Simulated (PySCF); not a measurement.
SMILES C[Si](C)(C)[SiH2][SiH2]Br (GFN2-xTB optimised geometry):

```
20

C     -0.672    -2.527    -1.557
Si    -0.057    -1.612     0.000
C      1.853    -1.612     0.000
C     -0.679    -2.522     1.561
Si    -0.829     0.601     0.000
Si     0.275     2.053    -1.433
Br     0.963     0.883    -3.226
H     -0.289    -2.061    -2.461
H     -1.756    -2.526    -1.619
H     -0.345    -3.563    -1.562
H      2.248    -2.620     0.090
H      2.257    -1.031     0.825
H      2.244    -1.195    -0.924
H     -1.764    -2.531     1.606
H     -0.344    -3.555     1.581
H     -0.319    -2.044     2.467
H     -2.257     0.719    -0.347
H     -0.736     1.271     1.311
H      1.542     2.620    -0.973
H     -0.446     3.148    -2.081
```

Level of theory: PBE0/def2-SVP run with PySCF 2.14.0.

Task: What are the frontier orbital energies and the dipole moment?

Result: HOMO-2 -8.10 eV, HOMO-1 -7.95 eV, HOMO -7.65 eV, LUMO -0.62 eV, LUMO+1 -0.08 eV; dipole moment 2.19 D.

Meta-Löwdin charges at PBE0/def2-SVP: C1 -0.54, Si2 0.69, C3 -0.54, C4 -0.54, Si5 0.07, Si6 0.39, Br7 -0.30, H8 0.12, H9 0.11, H10 0.12, H11 0.12, H12 0.11, H13 0.12, H14 0.12, H15 0.12, H16 0.12, H17 -0.06, H18 -0.07, H19 -0.08, H20 -0.07.
